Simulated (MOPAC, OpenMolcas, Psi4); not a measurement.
# SnCl2F2 (SMILES [F][Sn]([F])([Cl])[Cl]): the dipole moment, rung by rung

The species is SnCl2F2 (5 atoms), meant as a singlet with charge 0. As SMILES, `[F][Sn]([F])([Cl])[Cl]`. Geometry: relaxed at PBE0-D4/def2-TZVP.

Quantity: the dipole moment, in D. The values are calculated.

```csv
level,kind,program,value (D),CPU time
MNDO,semi-empirical,MOPAC,1.47,under 2 s
HF/def2-SVP (core potential),Hartree–Fock,OpenMolcas,1.73,7 s
SVWN5/def2-SVP (core potential),LDA,OpenMolcas,1.41,12 s
revPBE/def2-SVP (core potential),GGA,OpenMolcas,1.25,15 s
M06-L/def2-SVP (core potential),meta-GGA,OpenMolcas,1.22,19 s
TPSS/def2-SVP (core potential),meta-GGA,OpenMolcas,1.22,20 s
BHLYP/def2-SVP (core potential),global hybrid,OpenMolcas,1.62,14 s
"wB97X-D/def2-SVP (density fitting, core potential)",range-separated hybrid,Psi4,1.44,12 s
```

The values span 1.22 to 1.73 D. Magnitudes only. CPU times are rough (shared hosts, several kinds of processor): they show what a rung costs within a factor of a few.
